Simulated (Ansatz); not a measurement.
```xyz
10

C     0.984   -0.714    0.842
C     0.405    0.500    0.204
Si   -1.140    0.365   -0.886
S     1.032    1.983    0.371
H     1.231   -1.458    0.075
H     1.873   -0.481    1.427
H     0.233   -1.191    1.484
H    -0.775    0.754   -2.270
H    -2.182    1.275   -0.353
H    -1.662   -1.031   -0.895
```

The species carries charge 0 and has multiplicity 1.

Question: List the PBE0/def2-TZVPP orbital energies in eV (the Gaussian-basis code of Ansatz). (An estimate is asked.)

Answer: Ansatz gave: Occupied: -2422.20, -1802.71, -280.19, -278.65, -217.53, -161.36, -161.33, -161.14, -145.06, -99.72, -99.71, -99.70, -23.01, -20.07, -16.26, -14.19, -12.46, -12.39, -11.53, -10.16, -9.83, -9.62, -8.47, -6.39. Lowest empty: -2.49, 0.43, 1.24, 1.26, 1.61, 2.24, 2.41, 3.50.
